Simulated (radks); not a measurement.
Results of a calculation; reference values are marked as such.
The antimony ion Sb8+, 43 electrons, occupied as [Kr] 4d7. Code: a radial shooting solver on a logarithmic mesh with Libxc functionals. Model: Dirac Kohn-Sham, BLYP, spin-unpolarised, spherical densities, finite nucleus; open shells fill j = l - 1/2 first; Fermi nuclear charge, rms radius 4.6802 fm.

Normalised radial functions P(r) = r R(r) (large component), r in bohr:

r	4p1/2
0.001124	0.0032
0.001703	0.0056
0.002562	0.0098
0.003883	0.0178
0.005839	0.0329
0.008852	0.0617
0.01331	0.1128
0.02002	0.1976
0.03035	0.3216
0.04563	0.4462
0.06917	0.4625
0.104	0.1984
0.1577	-0.3679
0.2371	-0.7252
0.3595	-0.1768
0.5406	0.9244
0.8195	1.2493
1.232	0.6181
1.868	0.1092
2.809	0.0052
4.258	0.0000

4p1/2: eigenvalue -231.79 eV, 2 radial nodes at r = 0.122, 0.385 bohr, <r> = 0.806 bohr, 90 % of the charge inside 1.17 bohr.
